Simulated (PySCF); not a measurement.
# Where the electron goes

Species: C₃H₁₀AlAs.
Z-matrix (Å and degrees, PBE0-D3(BJ)/def2-SVP geometry), rows numbered from 1:
```
C 
C   1  1.3444
C   2  1.5041  1  120.63
Al  2  1.9815  1  117.71  3  -179.56
As  4  2.6460  2   92.21  1    94.59
H   1  1.0967  2  122.09  3  -179.41
H   1  1.1008  2  122.17  3    -0.10
H   3  1.1043  2  111.66  1  -123.02
H   3  1.1035  2  112.58  1    -1.61
H   3  1.1032  2  111.02  1   119.58
H   4  1.6001  2  117.10  1    -5.17
H   4  1.6017  2  119.23  1  -164.43
H   5  1.5100  4  115.72  2   -64.44
H   5  1.5111  4  116.44  2    48.86
H   5  1.5135  4  127.16  2   172.34
```

Theory: PySCF 2.14.0, density-fitted response routines, TDDFT B3LYP/def2-SVPD, vertical, gas phase, core orbitals frozen in the response. Relativistic effects, spin–orbit coupling among them, are left out although an element past zinc is present.

Frontier orbitals with the atoms that hold most of them (Löwdin shares over 4%, at most four atoms; ? is withheld):

| orbital | ε (eV) | atoms |
| --- | --- | --- |
| LUMO+2 | -0.45 | As5 52%, H13 18%, H14 11%, Al4 6% |
| LUMO+1 | -0.59 | As5 42%, H14 19%, Al4 8%, H13 8% |
| LUMO | -0.75 | ? |
| HOMO | ? | C1 37%, C2 33%, C3 8% |
| HOMO-1 | -7.17 | ? |
| HOMO-2 | -7.63 | Al4 37%, H11 30%, H12 25% |
| HOMO-3 | -8.48 | As5 34%, Al4 21%, H12 11%, H11 9% |

Task: Which atoms hold the HOMO-1, and with what shares?

Result: C2 (bonded to Al and 2 C) 36%; Al4 (bonded to As, C and 2 H) 20%; C1 (bonded to C and 2 H) 11%; C3 (bonded to C and 3 H) 9%. By element: carbon 56%, aluminium 20%.

Task: Which atoms hold the LUMO, and with what shares?

Result: As5 (bonded to Al and 3 H) 22%; H15 (bonded to As) 17%; Al4 (bonded to As, C and 2 H) 16%; C1 (bonded to C and 2 H) 13%.

Task: What is the HOMO energy, and the HOMO–LUMO gap?

Result: ε(HOMO) = -6.89 eV; the gap is 6.15 eV (0.2259 hartree).

Task: How does S1 compare with the orbital gap of 6.15 eV?

Result: S1 is at 5.42 eV (f = 0.0017), 0.73 eV below the gap, made of HOMO-1→LUMO (72%), HOMO→LUMO (10%). Its leading pair isn't HOMO and LUMO; the energies of that pair differ by 6.43 eV. Without the coupling terms of the response equations the lowest excitation would equal the gap.

Next come S2 at 5.52 eV (f 0.018), HOMO→LUMO+1 (52%), HOMO→LUMO (34%), HOMO-1→LUMO (12%); S3 at 5.68 eV (f 0.025), HOMO→LUMO+2 (58%), HOMO→LUMO+1 (21%), HOMO→LUMO (17%); S4 at 5.75 eV (f 0.029), HOMO-1→LUMO+1 (30%), HOMO→LUMO+2 (28%), HOMO→LUMO (16%); S5 at 5.81 eV (f 0.104), HOMO-1→LUMO+1 (58%), HOMO→LUMO (15%), HOMO→LUMO+2 (11%).

Löwdin shares depend on the basis, the more so with diffuse functions.

The run took 34 s (with the writing of density and orbital grids) on Intel Xeon Platinum 8488C, one thread, no GPU, shared host, and the process peaked at 0.81 GiB of memory.

One conformer stands for the species.
